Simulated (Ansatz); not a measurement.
Here is a job for Ansatz (a first-principles code).
Ansatz 0.2 input:
```yaml
crystal:
  periodic: [false, false, false]
  atoms:
    - {symbol: Ge, position_ang: [-0.00000000, -0.00000000, -1.55418152]}
    - {symbol: Te, position_ang: [0.00000000, 0.00000000, 0.95641940]}
basis:
  gaussian:
    orbitals: def2-QZVP.json
hamiltonian:
  xc: pbe
total_charge: 1
magnetization: {spin_polarized: true, initial_magnetization: 1}
```
The basis file holds def2-QZVP in the JSON format of the Basis Set Exchange.

### Question
What does this run give for the <S^2>, total energy, number of basis functions?

### Answer

<S^2>: 0.756
total energy: -2344.4693 Eh
number of basis functions: 157

### Question
Roughly what does it cost on one core?

### Answer
about 17 core-seconds (a rough figure).
